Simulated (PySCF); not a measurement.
# What a mistake does to a calculation on B3H6Si cation

All numbers below are calculated, not measured. They come from PySCF 2.14.0, an open-source quantum chemistry program, on an isolated molecule that a program drew, which may never have been made. The molecule is B3H6Si cation (charge +1, singlet), drawn as the SMILES string `B[B+]B[SiH3]`.

Each row is a Hartree-Fock (HF) and frozen-core CCSD(T) single point in the cc-pV(D+d)Z basis, meant for a local HF minimum. Run 1 is clean. Each other run has one planted mistake out of seven kinds, and not every kind appears here: one electron removed, one electron added, multiplicity raised by two, geometry at a saddle point, minimal basis STO-3G, one bond length entered in bohr, all coordinates scaled. The reference is restricted for singlets and unrestricted otherwise, and also for a bond in bohr. Adding or removing an electron swaps singlet and doublet. Electrons count all cores. HOMO and LUMO are orbital energies over both spins, the gradient is its largest component, and the lowest frequency (negative if imaginary) is given only where the gradient is small. Bond lengths are over the 9 bonds as drawn. T1 is the CCSD diagnostic: over 0.02 (restricted) or 0.045 (unrestricted) a single reference is doubtful.

Geometry of the clean run:
```xyz
10
B3H6Si cation, angstrom
B    -1.3286   -2.0299    1.5066
B    -0.0734   -1.1137    0.7665
B     1.1788   -0.2829   -0.0105
Si    2.3228   -1.1329   -1.5198
H    -1.0608   -2.6820    2.4658
H    -2.4204   -1.9758    1.0355
H     1.4046    0.8389    0.3318
H     2.1062   -0.2552   -2.6851
H     1.8912   -2.5166   -1.7925
H     3.7053   -1.0839   -1.0086
```

```
run  electrons  basis functions  <S^2>  HOMO (eV)  LUMO (eV)  gradient (hartree/bohr)  lowest frequency (cm^-1)  mean bond (Å)  longest bond (Å)      T1  HF (hartree)  CCSD(T) (hartree)                 mistake
  1         34               95  0.000     -16.17      -5.97                  3.0e-05                        25         1.4987             2.076  0.0196    -366.09841         -366.47946                no fault
  2         34               95  0.000     -16.49      -6.08                  2.4e-02                         -         1.4433             1.999  0.0196    -366.08726         -366.46677  all coordinates scaled
  3         33               95  0.771     -23.02     -13.58                  7.3e-02                         -         1.4987             2.076  0.0245    -365.55397         -365.90675    one electron removed
  4         35               95  0.758      -8.00      -0.07                  3.8e-02                         -         1.4987             2.076  0.0215    -366.35383         -366.75620                       ?
```

**Which mistake was planted in run 4, and what did it cost?**

It counts 35 electrons, one more than the clean run, at the same geometry and basis. So the mistake is: one electron added. Subtracting run 1 and multiplying by 627.51 kcal/mol a hartree, the energy moved by -160.3 kcal/mol in HF and -173.7 kcal/mol in CCSD(T).

